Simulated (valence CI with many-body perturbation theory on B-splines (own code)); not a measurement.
Sensitivity of CI+MBPT for Au73+

Computed by relativistic CI+MBPT: four valence electrons over a frozen Dirac-Fock core [He], radial functions for each j: 6 s, 6 p, 5 d, 3 f, 1 g, with the one-electron correlation potential Σ1, the two-electron term Σ2, the three-electron term Σ3, Breit, model QED; selected CI, second order for the rest, scaled by the run's own slope (own B-spline code, finite nucleus).

No measured spectrum was set against this ion. As an estimate, large intervals hold to a few tenths of a per cent, small ones and those within an open d or f shell to about a per cent.

The reference run has the lowest level (2s^2 2p1/2^2) J=0 and an ionisation energy of 21474.3 eV. Its largest variational space holds 7407 state functions.

Levels are named by their leading jj configuration (3d3/2^4 stands for four electrons in 3d with j = 3/2), which in mixed levels can hold well under half, so a name can repeat and another be missing. Letters in brackets count levels of one name in rising energy.

Changed runs:
A. highest l in the core sums 6 → 4
B. shift of the energy in Σ1 (hartree) 0 → 32.939
C. highest l with Σ1, explicit Σ2 and valence Breit (higher l get mean screening factors) 3 → 2; shift of the energy in Σ1 (hartree) 0 → 32.939
D. scale of Σ2 1 → 3 (bad on purpose)

Excitation energies of the reference run in eV, and shifts in cm⁻¹:

| Level | Reference | A | B | C | D |
| --- | --- | --- | --- | --- | --- |
| (2s^2 2p1/2 2p3/2) J=1 | 1916.1 | +13 | +14 | -125 | -566 |
| (2s^2 2p1/2 2p3/2) J=2 | 1934.3 | +13 | +14 | -46 | -1.5 |
| (2s 2p1/2^2 2p3/2) J=2 | 2253.4 | -13 | -1.5 | -91 | -4108 |
| (2s 2p1/2^2 2p3/2) J=1 | 2349.6 | -13 | -1.4 | +72 | -6864 |
| (2s^2 2p3/2^2) J=2 | 3879.4 | +25 | +28 | -94 | -84 |
| (2s^2 2p3/2^2) J=0 | 3948.7 | +25 | +28 | +47 | +1025 |
| (2s 2p1/2 2p3/2^2) J=2 [a] | 4138.6 | 0 | +13 | -237 | -2821 |
| (2s 2p1/2 2p3/2^2) J=3 | 4184.4 | 0 | +12 | -55 | -3362 |
| (2s 2p1/2 2p3/2^2) J=0 | 4255.7 | 0 | +13 | +57 | -2277 |
| (2s 2p1/2 2p3/2^2) J=1 [a] | 4280.5 | 0 | +13 | -8.9 | -7529 |
| (2s 2p1/2 2p3/2^2) J=2 [b] | 4288.8 | 0 | +13 | +102 | -6408 |
| (2s 2p1/2 2p3/2^2) J=1 [b] | 4293.9 | -0.1 | +13 | +128 | -4249 |
| Ionisation energy (eV) | 21474.3 | +0.0034 | +0.0045 | -0.037 | -0.021 |
